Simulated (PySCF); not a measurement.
Cl2Te, charge +1, multiplicity 2. Atoms are numbered in the order given.

```xyz
3

Te     0.0000     0.0000     0.5691
Cl     0.0000     1.7529    -0.8705
Cl     0.0000    -1.7529    -0.8705
```
Charge +1, spin multiplicity 2.

Geometry: B3LYP-D3(BJ)/def2-TZVP. The multiplicity is an assumed one; other spin states were not compared. The isomer is the one that the SMILES or the coordinates give; other isomers of the formula were not compared. The def2 effective core potentials stand for the cores of Te; spin–orbit coupling is left out.

Calculation: PBE/def2-TZVPD (PySCF).

```yaml
total_energy: -1187.80239 hartree
point_group: C2v
"α spin, highest occupied and lowest empty level": -12.32 and -9.43 eV
"β spin, highest occupied and lowest empty level": -14.01 and -11.40 eV
dipole_moment_about_the_centre_of_nuclear_charge: 0.269 e·Å
mean_static_polarisability: 60.0 bohr³ (8.89 Å³)
polarisability_principal_values: 40.6, 56.7, 82.6 bohr³
"⟨S²⟩": 0.752 (pure state 0.75)
```
